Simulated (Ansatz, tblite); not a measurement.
Removing and adding an electron: Nb₂P₂ (the lowest singlet isomer of a short search). Total charge 0; singlet. Geometry: PBE0-D4/def2-SVP. Ansatz, gas phase; energy differences of separate SCF runs; the oxidised species was run as a doublet alone; the reduced species was run as a doublet alone.

```xyz
4

Nb    0.3586    0.4960   -1.0710
Nb   -1.0400   -0.0567    0.6608
P    -0.1277   -1.7578   -0.6642
P     0.8091    1.3186    1.0743
```

In the def2 sets Nb takes a core potential; there is no spin–orbit coupling. The xTB rows come from tblite. HOMO above LUMO, or a gap near zero within one spin, warns that the state may not be the lowest or that an electron is smeared out. The structure comes from a short search, and lower isomers may exist.

```csv
level,−HOMO (eV),vertical IE (eV),−LUMO (eV),vertical EA (eV),HOMO–LUMO gap (eV),IE − EA (eV),remarks
PBE-D4/def2-TZVP,4.57,6.96,2.99,–,1.58,–,–
r2SCAN-D4/def2-TZVP,4.64,6.83,2.83,–,1.81,–,–
PBE0-D4/def2-TZVP,5.28,6.83,2.24,–,3.03,–,–
PBE0-D4/def2-TZVPD,5.29,–,2.26,1.07,3.03,–,"HOMO above zero (-1 doublet), spin-contaminated (⟨S²⟩ 0.85) (-1 doublet)"
```

Question: Estimate the rows for GFN1-xTB, GFN2-xTB, PBE-D4/def2-TZVPD, r2SCAN-D4/def2-TZVPD.

Answer: 
| level | −HOMO (eV) | vertical IE (eV) | −LUMO (eV) | vertical EA (eV) | HOMO–LUMO gap (eV) | IE − EA (eV) | remarks |
| --- | --- | --- | --- | --- | --- | --- | --- |
| GFN1-xTB | 9.98 | 12.29 | 9.06 | 6.91 | 0.92 | 5.38 | – |
| GFN2-xTB | 8.88 | 11.62 | 8.56 | 5.91 | 0.33 | 5.71 | – |
| PBE-D4/def2-TZVPD | 4.59 | – | 3.01 | 1.05 | 1.59 | – | HOMO above zero (-1 doublet), gap within one spin near zero (-1 doublet) |
| r2SCAN-D4/def2-TZVPD | 4.66 | – | 2.84 | 1.11 | 1.81 | – | HOMO above zero (-1 doublet), spin-contaminated (⟨S²⟩ 0.87) (-1 doublet) |

   A HOMO above zero means that the electron is unbound at that level or that self-interaction error raises the level; the energy of removing that electron tells which. Raw xTB energy differences between charge states are shifted by several eV; the methods need an empirical correction for them.
